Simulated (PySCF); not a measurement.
PySCF input for CH₁₀Si₄, SMILES [SiH2]1[SiH2]C[Si@H]1[SiH3], HF/pcSseg-1. Coordinates come from a ωB97X-D3(BJ)/def2-SVP optimisation. The structure was generated by enumeration; whether it is a known compound was not checked.

```python
import numpy as np
from pyscf import gto, scf, dft
from pyscf.prop.nmr import rhf as nmr

mol = gto.M(
    atom='''
    Si    2.69019702   -0.60183719   -0.11906887
    Si    0.59915122    0.20106552    0.52099525
    C    -0.72180048   -1.14383559    0.84119695
    Si   -2.23266239   -0.12157408    0.29634678
    Si   -0.82758687    1.14275373   -1.08555638
    H     3.34447833   -1.37015929    0.98251120
    H     2.51419096   -1.51147741   -1.29126491
    H     3.58603914    0.52448746   -0.51729779
    H     0.70736136    1.10982205    1.70321791
    H    -0.56483163   -1.95934468    0.11307490
    H    -0.75126562   -1.58197529    1.85014315
    H    -2.70563037    0.72709339    1.43159574
    H    -3.39098338   -0.89452078   -0.24350527
    H    -0.62732005    0.51628044   -2.42753185
    H    -0.98862191    2.61709574   -1.22615988
    ''',
    basis='pcSseg-1',
    charge=0,
    spin=0,
    max_memory=1600,
    verbose=3,
)
mf = scf.RHF(mol).density_fit(auxbasis='def2-universal-jkfit')
mf.conv_tol = 1e-10
mf.max_cycle = 100
mf.kernel()
n = nmr.NMR(mf)
n.verbose = 2
n.max_cycle_cphf = 60
sigma = n.kernel()
print('atom   isotropic/ppm   span/ppm')
for i, s in enumerate(sigma):
    w = np.linalg.eigvalsh((s + s.T) / 2)
    print(f'{mol.atom_symbol(i):2s}{i + 1:3d} {w.mean():14.3f} {w[2] - w[0]:11.3f}')
```

It prints:

```
converged SCF energy = -1199.3254317637
atom   isotropic/ppm   span/ppm
Si  1        482.449      20.603
Si  2        449.587     109.681
C   3        202.793      19.976
Si  4        441.186     104.545
Si  5        478.152      47.929
H   6         28.165       9.237
H   7         28.373       7.986
H   8         28.401       9.006
H   9         27.715       7.850
H  10         31.984      11.208
H  11         31.516      15.123
H  12         27.461       7.876
H  13         27.371      10.795
H  14         28.358       7.975
H  15         28.260       9.886
```

Self-consistency was reached.

Cost: about 40 core-seconds (a rough figure).
